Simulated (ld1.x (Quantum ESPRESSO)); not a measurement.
## Plane-wave convergence, ultrasoft potential for Ar

ld1.x (Quantum ESPRESSO) 7.5 input, shortened:

```
&input
   title='Ar', zed=18., rel=0, dft='PBE', iswitch=3,
   config='[Ar] 3d-2'
 /
 &inputp
   pseudotype=3, tm=.true., lloc=-2, rcloc=0.95,
   nlcc=.true., new_core_ps=.true., rcore=0.55,
   which_augfun='PSQ', rmatch_augfun=0.95
 /
6
3S  1  0   2.00   0.00  0.85  1.15  0.0
3S  1  0   0.00  -0.50  0.85  1.15  0.0
3P  2  1   6.00   0.00  0.90  1.10  0.0
3P  2  1   0.00   0.15  0.90  1.10  0.0
3D  3  2  -2.00   0.15  1.05  1.20  0.0
3D  3  2  -2.00   2.70  1.05  1.20  0.0
 &test
   configts(1)='3s2 3p6'
 /
```

The pseudo-atom Hamiltonian at the reference potential is diagonalised in spherical Bessel functions j_l(qr) that vanish at 20 bohr, with q² up to the cutoff. All-electron valence levels (Ry): 3s -1.7684, 3p -0.7560.

**Question.** How do the lowest levels (Ry) of each channel move with the cutoff, and are there ghosts?

**Answer.**

```tsv
cutoff (Ry)	s #1	p #1	p #2	d #1	f #1	Σ f·Δε (mRy)
8	-1.6858	-0.6251	0.0386	0.0771	0.1198	951.6
12	-1.7027	-0.7250	0.0372	0.0771	0.1198	318.3
15	-1.7187	-0.7487	0.0368	0.0771	0.1198	144.3
21	-1.7532	-0.7547	0.0367	0.0770	0.1198	39.2
30	-1.7663	-0.7550	0.0367	0.0770	0.1198	11.0
40	-1.7678	-0.7557	0.0367	0.0770	0.1198	4.2
45	-1.7678	-0.7558	0.0367	0.0770	0.1198	3.1
55	-1.7682	-0.7559	0.0367	0.0769	0.1198	2.2
70	-1.7684	-0.7559	0.0367	0.0769	0.1198	1.3
80	-1.7684	-0.7560	0.0367	0.0769	0.1198	0.8
100	-1.7685	-0.7561	0.0367	0.0769	0.1198	0.4
400	-1.7686	-0.7561	0.0367	0.0769	0.1198	0.0
```

Result: no extra level below or beside the all-electron valence levels (s, p, d, f tested); 10 mRy is reached at 35 Ry and 1 mRy at 80 Ry.
